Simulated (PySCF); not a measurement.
Basis set benchmark on one molecule

Molecule: ethylcyclopentane, C₇H₁₄.

Geometry:
```
atom   x (Å)   y (Å)   z (Å)
  C1   2.722  -0.500   0.207
  C2   1.631   0.519  -0.085
  C3   0.265   0.141   0.476
  C4  -0.798   1.236   0.318
  C5  -2.119   0.481   0.393
  C6  -1.844  -0.763  -0.453
  C7  -0.372  -1.119  -0.167
  H8   2.471  -1.490  -0.206
  H9   2.869  -0.625   1.291
 H10   3.686  -0.196  -0.227
 H11   1.926   1.501   0.324
 H12   1.535   0.664  -1.176
 H13   0.387  -0.050   1.558
 H14  -0.697   1.711  -0.675
 H15  -0.699   2.035   1.069
 H16  -2.984   1.064   0.042
 H17  -2.323   0.193   1.439
 H18  -1.969  -0.508  -1.518
 H19  -2.536  -1.592  -0.245
 H20   0.156  -1.402  -1.093
 H21  -0.293  -1.985   0.507
```

Geometry PBE0-D3(BJ)/def2-SVP throughout; GIAO in PySCF 2.14, gas phase, one conformer, non-relativistic; equivalent atoms averaged; functional PBE0.

Reference values (measured; solution, not stated per compound (mostly CDCl3 or CCl4); Pretsch, Buehlmann, Badertscher, Structure Determination of Organic Compounds, 4th ed. (2009)): δ(C3) = 42.3 ppm, δ(C4/C7) = 32.6 ppm, δ(C5/C6) = 25.4 ppm. Computed shifts are taken against TMS, calculated as an isolated molecule at each level.

Task: How do the basis sets STO-3G, pcSseg-0, 6-31G, 6-31G*, cc-pVDZ, def2-SVP, pcSseg-1, 6-311+G(2d,p), aug-cc-pVDZ, def2-TZVP perform against the reference? Times are CPU seconds on shared hosts with different chips, so compare them loosely.

Result: 
```tsv
basis set	functions	C3	C4/C7	C5/C6	mean abs. error C	core-s
STO-3G	49	39.2	34.4	31.5	3.7	5.4
pcSseg-0	91	41.7	35.5	29.3	2.5	8.7
6-31G	91	42.1	34.1	28.7	1.7	11
6-31G*	126	40.1	32.4	27.5	1.5	15
cc-pVDZ	168	44.0	34.3	29.3	2.4	20
def2-SVP	168	40.8	32.4	27.1	1.1	19
pcSseg-1	189	43.1	34.6	29.2	2.2	55
6-311+G(2d,p)	273	43.7	34.1	28.9	2.1	44
aug-cc-pVDZ	287	43.9	33.5	28.8	2.0	51
def2-TZVP	301	44.8	35.1	29.7	3.1	51
```

For $^{13}$C the closest is def2-SVP (1.1 ppm) and the furthest STO-3G (3.7 ppm). Where a smaller basis beats a larger one, errors probably cancel. One molecule is a small sample, and vibrational and solvent effects are absent from the calculation.

A small basis that lands close on one nucleus may do so by chance; judge by the trend and by all nuclei.
